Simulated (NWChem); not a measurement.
System: GeSiNH₅, singlet; SMILES [NH2][Ge][SiH3]

```xyz
8

Ge    -0.4582    -0.6496    -0.1411
N      1.2718    -1.1762     0.0319
H      1.5219    -2.1607     0.0397
H      2.0870    -0.5777     0.1295
Si     0.1037     1.7647    -0.0361
H     -0.5947     2.4332     1.1125
H     -0.3394     2.4778    -1.2806
H      1.5782     2.0184     0.1259
```
Atoms are numbered in this order, from 1.

Results from NWChem. Pople sets run with spherical d functions. Low-valent species are run as closed-shell singlets; no triplet was tried in these runs. Geometry: optimised at PBE0/def2-SVP. B3LYP is NWChem's, with the RPA form of VWN correlation. Vzz is the largest principal value of the second derivative of the potential at the nucleus (NWChem prints the opposite sign); η is the asymmetry. Non-relativistic.

```
level           Vzz Ge1 (a.u.)  η Ge1  Vzz N2 (a.u.)  η N2  relative time
--------------  --------------  -----  -------------  ----  -------------
B3LYP/def2-SVP           3.021   0.73         -0.564  0.54              1
B3LYP/cc-pVTZ            3.398   0.60         -0.541  0.49              7
PBE/6-31G*               2.667   0.70         -0.500  0.51              1
PBE/def2-TZVP            3.398   0.62         -0.495  0.54              6
```

The last column is a rough cost ratio, cheapest run = 1.
